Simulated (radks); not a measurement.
Initial-state core-level shifts of the antimony ion Sb+ when its valence configuration changes from [Kr] 4d10 5s2 5p2. All-electron calculation, scalar-relativistic Kohn-Sham, PBE, spin-polarised, spherical densities, point nucleus; open shells are filled with parallel spins first (spin-orbit coupling, left out, can overturn this in heavy ions). Program: a radial shooting solver on a logarithmic mesh with Libxc functionals. Shifts are changes of the shell-averaged eigenvalues in eV (positive: less bound).

valence               2s       2p       3p       4p
4d8 5s2 5p4      -18.405  -18.354  -17.589  -14.256
4d10 5p4          -2.895   -2.886   -2.935   -2.899
4d7 5s2 5p5      -28.066  -27.988  -26.719  -21.338
4d9 5s2 5p3       -8.934   -8.909   -8.570   -7.035
4d8 5s1 5p5      -19.757  -19.700  -18.958  -15.575
4d10 5s1 5p3      -1.139   -1.133   -1.169   -1.167
4d7.5 5s1.5 5p5  -23.874  -23.806  -22.810  -18.457
4d9 5p5          -11.901  -11.866  -11.570   -9.962
4d9 5s1.5 5p3.5   -9.646   -9.618   -9.291   -7.739
